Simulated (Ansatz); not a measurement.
A nudged elastic band was laid between two geometries of F4Hf + H3P (9 atoms, charge 0, multiplicity 1).

These are results of RKS r2SCAN-D4/def2-SVP (Ansatz), not measurements.

| Property | Result |
| --- | --- |
| movable images | 7 |
| climbing image | yes |
| spring | 5.0 eV/Å² |
| optimiser | quadratic models (default) |
| start path | through a guess of the saddle point |
| force threshold | 0.03 eV/Å |
| iteration limit | 60 |
| end points | relaxed |

Initial state:

```xyz
9
Properties=species:S:1:pos:R:3
Hf 0.118 -0.174 0.025
F 0.399 0.426 1.820
F 1.828 -0.200 -0.809
F -0.960 1.039 -0.988
F -0.543 -1.969 -0.048
P -3.303 -0.110 1.694
H -3.014 0.660 0.525
H -2.694 -1.297 1.177
H -2.120 0.313 2.376
```

Final state:

```xyz
9
Properties=species:S:1:pos:R:3
Hf -0.418 -0.206 -0.097
F -0.112 1.206 1.775
F 1.132 -1.052 0.632
F -0.301 1.466 -1.013
F -0.936 -1.397 -1.489
P -2.532 -0.353 1.523
H -3.573 -0.210 0.562
H -2.598 -1.768 1.673
H -0.952 1.001 2.205
```

What changes between the two ends?

Bonds broken: P6–H9. Bonds formed: Hf1–P6, F2–H9. F4Hf + H3P becomes F4H3HfP.

What energy profile does the band end with?

It converged. The highest image is number 7 of 0 to 8, 1.46 eV above the first end and 0.09 eV above the last; the last end lies 1.36 eV above the first. A vibrational analysis at the climbing image gives one clearly imaginary mode, 330i cm⁻¹: a first-order saddle point. The orbitals stay closed-shell, which can raise the energy where a bond breaks towards radicals; this wasn't checked here.

```tsv
image	path coordinate (Å)	energy (eV)	P6–H9 (Å)	Hf1–P6 (Å)	F2–H9 (Å)
0	0.00	0.00	1.43	3.81	2.58
1	0.76	0.02	1.43	3.98	2.61
2	1.51	0.07	1.43	4.23	2.61
3	2.27	0.10	1.43	4.35	2.59
4	3.02	0.14	1.43	4.16	2.40
5	3.78	0.32	1.43	3.63	2.08
6	4.53	0.70	1.46	3.12	1.73
7	5.29	1.46	1.83	2.79	1.08
8	6.10	1.36	2.19	2.67	0.97
```

What is the geometry of the highest image?


```xyz
9
Properties=species:S:1:pos:R:3:forces:R:3
Hf -0.433 -0.121 0.016 0.00 0.00 0.00
F -0.190 1.188 1.769 -0.01 0.00 0.00
F 1.184 -1.010 0.491 0.00 0.00 0.00
F -0.324 1.410 -1.113 0.00 0.00 0.00
F -1.222 -1.398 -1.164 0.00 0.00 0.00
P -2.609 -0.321 1.744 0.00 0.00 0.00
H -3.257 -0.117 0.489 0.00 0.00 0.00
H -2.285 -1.695 1.535 0.00 -0.01 0.00
H -1.152 0.751 2.006 0.01 0.01 0.00
```

What are the harmonic wavenumbers there?

330i, 46, 121, 142, 147, 178, 181, 187, 203, 349, 368, 427, 660, 672, 675, 867, 986, 1049, 1766, 2398, 2420 cm⁻¹.

The band took 26 iterations and of the order of 50 core-minutes.

The run took 12 min on 4 threads of AMD EPYC 7R43 64-Core Processor (Zen 3) (shared host), peak memory 0.25 GiB.
